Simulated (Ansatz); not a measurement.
Gas-phase electronic energies from Ansatz, PBE0-D4/def2-TZVP geometries. CCSD(T)/CBS adds triple-zeta CCSD(T) − MP2 to the extrapolated MP2 energy (def2 sets, frozen cores). This one scheme is used for every species. DFT in def2-TZVPP. B3LYP here is the variant with VWN-RPA as its local correlation; programs differ in this. Triplets are unrestricted, without spin–orbit coupling. For Ge outer-core shells are correlated without core-valence functions, which leaves a few kJ/mol of doubt a bond. Scalar relativity is left out up to krypton. Each species was taken in one conformer, which may not be the lowest.

Reaction (formal loss of a carbene): `C[O][GeH]([CH3])[SH]` → `[CH2]` (triplet) + `C[O][GeH2][SH]`

```csv
level,ΔE (kJ/mol),difference from CCSD(T)/CBS
PBE-D4,480.4,2.1
r2SCAN-D4,453.7,-24.6
PBE0-D4,472.6,-5.7
B3LYP-D4,467.6,-10.7
ωB97X-V,484.9,6.6
ωB97M-V,478.4,0.1
B2PLYP,465.6,-12.7
PBE,472.5,-5.8
r2SCAN,451.4,-26.9
PBE0,465.7,-12.6
B3LYP,455.2,-23.1
HF/def2-TZVPP,323.5,-154.8
MP2/def2-TZVPP,483.2,4.9
SCS-MP2/def2-TZVPP,480.2,1.9
CCSD/def2-TZVPP,455.4,-22.9
CCSD(T)/def2-TZVPP,467.3,-11.0
HF/def2-QZVPP,322.6,-155.7
MP2/def2-QZVPP,489.3,11.0
SCS-MP2/def2-QZVPP,487.6,9.3
HF/CBS(def2),322.5,-155.8
MP2/CBS(def2),494.2,15.9
CCSD/CBS(def2),466.4,-11.9
CCSD(T)/CBS,478.3,0
```

Largest T1 diagnostic among the species: 0.012.

From PBE to PBE0 (25 % exact exchange), in def2-TZVPP and without D4, ΔE moves by −6.8 kJ/mol. The D4 term adds +12.4 kJ/mol with B3LYP and +6.9 kJ/mol with PBE0; it sums over pairs of atoms, weighted by their polarisabilities, and B3LYP, whose exchange is more repulsive, gets the larger term. In def2-TZVPP, CCSD(T) changes the Hartree–Fock value by +143.8 kJ/mol (the triples alone add +11.9 kJ/mol) and MP2 by +159.8 kJ/mol.
